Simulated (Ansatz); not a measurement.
Abridged output of a molecular run in Ansatz:

```
Functional definition: HF
1914 factors; integrals over basis functions are off by at most 1.1e-3 eV
mean field evaluation 1: about -11743.7484 eV, gradient 4.8e1 eV
mean field evaluation 2: about -11743.9027 eV, gradient 4.8e1 eV
mean field evaluation 4: about -11748.8541 eV, gradient 4.7e0 eV
mean field evaluation 8: about -11748.9324 eV, gradient 2.8e-1 eV
mean field evaluation 16: about -11748.9330 eV, gradient 2.0e-6 eV
mean field -11748.93297989 eV, -431.7653232982 hartree, gradient 2.0e-6 eV, S^2 0.000000; 0 other end points of the search recorded, 0 dependent functions left out
8 core orbitals not correlated: weight in the atoms' cores, before any rotation towards them, 1.000 or more for the frozen orbitals, at most 0.000 for the correlated occupied ones
reference -11748.93297989 eV, -431.7653232982 hartree; 21, 21 occupied and 271, 271 virtual orbitals, 1914 factors
second order -30.60610458 eV of doubles, -0.00000000 eV of singles
cycle   1  -30.72770096 eV  change   -1.2e-1 eV  update   1.2e-1
cycle   2  -31.38427362 eV  change   -6.6e-1 eV  update   3.5e-2
cycle   3  -31.53988808 eV  change   -1.6e-1 eV  update   1.9e-2
cycle   4  -31.53506878 eV  change    4.8e-3 eV  update   4.3e-3
cycle   5  -31.53180749 eV  change    3.3e-3 eV  update   1.6e-3
cycle   6  -31.53243928 eV  change   -6.3e-4 eV  update   4.9e-4
cycle   7  -31.53241764 eV  change    2.2e-5 eV  update   1.7e-4
cycle   8  -31.53232239 eV  change    9.5e-5 eV  update   5.7e-5
cycle   9  -31.53232786 eV  change   -5.5e-6 eV  update   2.1e-5
perturbative correction -1.07495040 eV, -0.0395036987 hartree
Total energy: -11781.54025816 eV, -432.9636186724 hartree
```

Its atoms:

```xyz
14

C    -0.147   -0.188   -2.063
Sn   -0.341    0.049    0.046
C     0.074   -1.709    1.178
C     0.535    1.831    0.822
F    -2.247    0.323    0.305
H     0.897   -0.344   -2.337
H    -0.732   -1.048   -2.390
H    -0.517    0.705   -2.566
H    -0.524   -2.537    0.799
H     1.131   -1.971    1.106
H    -0.179   -1.538    2.225
H     1.622    1.790    0.741
H     0.261    1.945    1.871
H     0.168    2.692    0.263
```

Problem. Which basis set was used?
A. cc-pV(D+d)Z
B. def2-SVPD
C. def2-TZVPP
D. def2-QZVPP

Solution. C. It gives 300 functions.

Problem. Write the keys of the input that set method, charge and spin (a neutral closed shell needs none for the last two).

Solution. 
```yaml
correlation: {method: ccsd_t}
```
